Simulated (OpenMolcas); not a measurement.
## W5+: moving or changing the point charges

W5+ among 6 point charges of -1.7 e arranged as a tetragonal octahedron (D4h), 1.99 Å from the ion, with the axial distance 2.109 Å.

```json
{"Program": "OpenMolcas", "Method": "SS-CASPT2, IPEA 0.25 Eh, imaginary shift 0.1 Eh (closed shells correlated: 4f 5s 5p)", "Basis": "ANO-RCC-VDZP [7s6p4d2f1g]", "Scalar Hamiltonian": "DKH2, point nucleus", "Active space": "1 electron in 5 orbitals (5d)", "State averaging": "2S+1 = 2 even, 5 roots", "Spin-orbit coupling": "state interaction with AMFI integrals over the reference wave functions"}
```

Runs around this geometry, states (labels of D4, the rotations of D4h). Energies in cm-1 above the lowest state or level, χT in cm3 K/mol.

```tsv
R (Å)	q (e)	Axial / equatorial distance	Ground state	First state of that spin	First gap with spin-orbit (degeneracies)	χT at 300 K
1.99	-1.1	1.06	2E	2B2 1200	1070 (2, 2)	0.184
1.81	-1.7	1.06	2E	2B2 2350	1570 (2, 2)	0.095
1.99	-1.7	1.06	2E	2B2 1960	1470 (2, 2)	0.140
1.99	-1.7	1.14	2E	2B2 3910	2800 (2, 2)	0.158
```

Taking the first state of the same spin as R^-n, n = -ln(1960 / 2350) / ln(1.99 / 1.81) = 1.9 between the shortest and longest distance.

Scaling the charges by -1.1 / -1.7 = 0.65 scales the first state of the same spin by 1200 / 1960 = 0.61; with fixed orbitals a first-order splitting would follow the charge.

An orbital doublet at a regular site is open to a Jahn-Teller distortion, which this geometry leaves out. Free-ion shares, where given, are those of the reference states; single-state CASPT2 does not remix them. Point charges carry no covalency, so the field is a model and not that of real ligands. No measured value stands beside these numbers.
